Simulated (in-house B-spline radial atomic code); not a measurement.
Cs⁺. Computed with a B-spline radial atomic code. Model: all-electron spherical atom, spin shells full or empty, radial basis limit, no spin-orbit coupling, Breit or QED, empty-state partial waves extrapolated as (l+1/2)^-4, RPA, G0W0 and static COHSEX of the highest shell as one setting changes (uncorrelated shells keep exact exchange).

Given: element Cs; charge 1; filled core Kr; hamiltonian one-electron scalar X2C; mean-field start Hartree-Fock; highest l of empty states 9; nuclear rms radius 4.8041 fm; highest mean-field shell 5p.

Shell: 4d 5 5, 5s 1 1, 5p 3 3 (electrons up and down).

```json
{"lowest nl shells left uncorrelated": "0", "RPA correlation energy (hartree)": "-3.9463", "G0W0 level (eV)": "-24.186", "G0W0 minus most complete (meV)": "0", "COHSEX level (eV)": "-26.033", "linearised minus solved G0W0 (meV)": "-0.3"}
{"lowest nl shells left uncorrelated": "1", "RPA correlation energy (hartree)": "-3.7655", "G0W0 level (eV)": "-24.185", "G0W0 minus most complete (meV)": "0.4", "COHSEX level (eV)": "-26.033", "linearised minus solved G0W0 (meV)": "-0.3"}
{"lowest nl shells left uncorrelated": "2", "RPA correlation energy (hartree)": "?", "G0W0 level (eV)": "?", "G0W0 minus most complete (meV)": "?", "COHSEX level (eV)": "?", "linearised minus solved G0W0 (meV)": "?"}
{"lowest nl shells left uncorrelated": "3", "RPA correlation energy (hartree)": "?", "G0W0 level (eV)": "?", "G0W0 minus most complete (meV)": "?", "COHSEX level (eV)": "?", "linearised minus solved G0W0 (meV)": "?"}
{"lowest nl shells left uncorrelated": "4", "RPA correlation energy (hartree)": "-2.8428", "G0W0 level (eV)": "-24.184", "G0W0 minus most complete (meV)": "2.2", "COHSEX level (eV)": "-26.031", "linearised minus solved G0W0 (meV)": "-0.3"}
{"lowest nl shells left uncorrelated": "5", "RPA correlation energy (hartree)": "-2.3222", "G0W0 level (eV)": "-24.187", "G0W0 minus most complete (meV)": "-0.9", "COHSEX level (eV)": "-26.038", "linearised minus solved G0W0 (meV)": "-0.3"}
{"lowest nl shells left uncorrelated": "6", "RPA correlation energy (hartree)": "-1.4879", "G0W0 level (eV)": "-24.157", "G0W0 minus most complete (meV)": "29", "COHSEX level (eV)": "-25.984", "linearised minus solved G0W0 (meV)": "-0.3"}
{"lowest nl shells left uncorrelated": "7", "RPA correlation energy (hartree)": "-1.3425", "G0W0 level (eV)": "-24.159", "G0W0 minus most complete (meV)": "27.1", "COHSEX level (eV)": "-25.987", "linearised minus solved G0W0 (meV)": "-0.3"}
{"lowest nl shells left uncorrelated": "8", "RPA correlation energy (hartree)": "-0.92942", "G0W0 level (eV)": "-24.165", "G0W0 minus most complete (meV)": "20.4", "COHSEX level (eV)": "-25.994", "linearised minus solved G0W0 (meV)": "-0.3"}
{"lowest nl shells left uncorrelated": "9", "RPA correlation energy (hartree)": "-0.26371", "G0W0 level (eV)": "-23.875", "G0W0 minus most complete (meV)": "310.2", "COHSEX level (eV)": "-25.486", "linearised minus solved G0W0 (meV)": "-0.1"}
{"lowest nl shells left uncorrelated": "10", "RPA correlation energy (hartree)": "-0.17693", "G0W0 level (eV)": "-24.12", "G0W0 minus most complete (meV)": "66.1", "COHSEX level (eV)": "-25.674", "linearised minus solved G0W0 (meV)": "-0.2"}
```

**Question.** What follows for lowest nl shells left uncorrelated = 2?

**Answer.** RPA correlation energy -3.5724 hartree; G0W0 level -24.185 eV; G0W0 minus most complete 0.4 meV; COHSEX level -26.034 eV; linearised minus solved G0W0 -0.3 meV.

**Question.** What follows for lowest nl shells left uncorrelated = 3?

**Answer.** RPA correlation energy -3.0181 hartree; G0W0 level -24.183 eV; G0W0 minus most complete 2.2 meV; COHSEX level -26.03 eV; linearised minus solved G0W0 -0.3 meV.
